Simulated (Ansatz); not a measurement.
Geometry optimisation, UKS PBE-D4/def2-SVP in Ansatz.

input.yaml

```yaml
crystal:
  periodic: [false, false, false]
  atoms:
    - { symbol: O, position_ang: [-1.8075, -0.3048, 0.6465] }
    - { symbol: Si, position_ang: [-0.7071, 0.571, -0.3263] }
    - { symbol: Al, position_ang: [1.3054, -0.61, -0.3301] }
    - { symbol: Cl, position_ang: [2.4609, -0.9713, 1.5904] }
    - { symbol: H, position_ang: [-1.49, -0.2249, 1.5372] }
    - { symbol: H, position_ang: [-2.45125, -0.58674, -0.05078] }
    - { symbol: H, position_ang: [-0.4624, 1.924, 0.2263] }
    - { symbol: H, position_ang: [1.9928, -1.136, -1.693] }
magnetization:
  spin_polarized: true
basis:
  gaussian: { orbitals: def2-SVP }
hamiltonian:
  xc: pbe
  dispersion: d4
relax:
  f_tol: 0.02
  max_steps: 50
```

Run as:

```bash
$ ansatz run input.yaml --threads 2 --pin off --max-ram 3072MiB --backend cpu --events-out ev --progress --plain --runs-dir out
```

Question: Where does it end, and by what steps?

Answer: The forces met the threshold. After 19 steps the energy has fallen by 2.546 eV; Cl4 moved furthest, 1.56 Å.

```json
{"step": "0", "energy less start (eV)": "0.0000", "largest force component (eV/Å)": "4.942", "accepted": "yes"}
{"step": "1", "energy less start (eV)": "-0.9516", "largest force component (eV/Å)": "2.580", "accepted": "yes"}
{"step": "2", "energy less start (eV)": "-1.5952", "largest force component (eV/Å)": "1.485", "accepted": "yes"}
{"step": "3", "energy less start (eV)": "-1.9440", "largest force component (eV/Å)": "1.309", "accepted": "yes"}
{"step": "4", "energy less start (eV)": "-2.0416", "largest force component (eV/Å)": "1.455", "accepted": "yes"}
{"step": "5", "energy less start (eV)": "-2.1486", "largest force component (eV/Å)": "0.460", "accepted": "yes"}
{"step": "6", "energy less start (eV)": "-2.2322", "largest force component (eV/Å)": "0.233", "accepted": "yes"}
{"step": "7", "energy less start (eV)": "-2.3192", "largest force component (eV/Å)": "0.243", "accepted": "yes"}
{"step": "8", "energy less start (eV)": "-2.4162", "largest force component (eV/Å)": "0.231", "accepted": "yes"}
{"step": "9", "energy less start (eV)": "-2.5060", "largest force component (eV/Å)": "0.271", "accepted": "yes"}
{"step": "10", "energy less start (eV)": "-2.5155", "largest force component (eV/Å)": "0.289", "accepted": "yes"}
{"step": "11", "energy less start (eV)": "-2.5237", "largest force component (eV/Å)": "0.241", "accepted": "yes"}
{"step": "12", "energy less start (eV)": "-2.5424", "largest force component (eV/Å)": "0.091", "accepted": "yes"}
{"step": "13", "energy less start (eV)": "-2.5438", "largest force component (eV/Å)": "0.031", "accepted": "yes"}
{"step": "14", "energy less start (eV)": "-2.5449", "largest force component (eV/Å)": "0.024", "accepted": "yes"}
{"step": "15", "energy less start (eV)": "-2.5418", "largest force component (eV/Å)": "0.280", "accepted": "no"}
{"step": "16", "energy less start (eV)": "-2.5456", "largest force component (eV/Å)": "0.031", "accepted": "yes"}
{"step": "17", "energy less start (eV)": "-2.5449", "largest force component (eV/Å)": "0.047", "accepted": "no"}
{"step": "18", "energy less start (eV)": "-2.5456", "largest force component (eV/Å)": "0.032", "accepted": "no"}
{"step": "19", "energy less start (eV)": "-2.5458", "largest force component (eV/Å)": "0.010", "accepted": "yes"}
```

```xyz
8
Properties=species:S:1:pos:R:3
O -1.539 -0.036 0.954
Si -1.007 0.657 -0.892
Al 1.202 -0.412 -0.539
Cl 1.030 -1.546 1.366
H -0.783 -0.563 1.367
H -2.267 -0.677 0.829
H -0.418 1.936 -0.257
H 2.624 -0.698 -1.229
```

Time of the run: 18 s on 2 threads of AMD EPYC 9R45 96-Core Processor (Zen 5), on a shared host, peak memory 0.2 GiB.
